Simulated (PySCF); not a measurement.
C5H7N, SMILES C(/N=C/C#C)C.

The structure is a stationary point at B3LYP-D3(BJ)/def2-SVP. The structure was generated by enumeration; whether it is a known compound was not checked. Other conformers were not sampled.

Level of theory: PBE/def2-TZVP in PySCF.

The molecule is in vacuum.

- total energy = -249.16643 hartree
- highest occupied level = -6.12 eV
- lowest empty level = -2.34 eV
- orbital gap = 3.78 eV
- dipole moment = 1.23 D
- quadrupole, principal values (traceless, Buckingham form, about the centre of nuclear charge) = -5.33, -4.63, 9.95 D·Å
- mean static polarisability = 74.3 bohr³ (11.01 Å³)
- polarisability, principal values = 48.1, 56.3, 118.5 bohr³
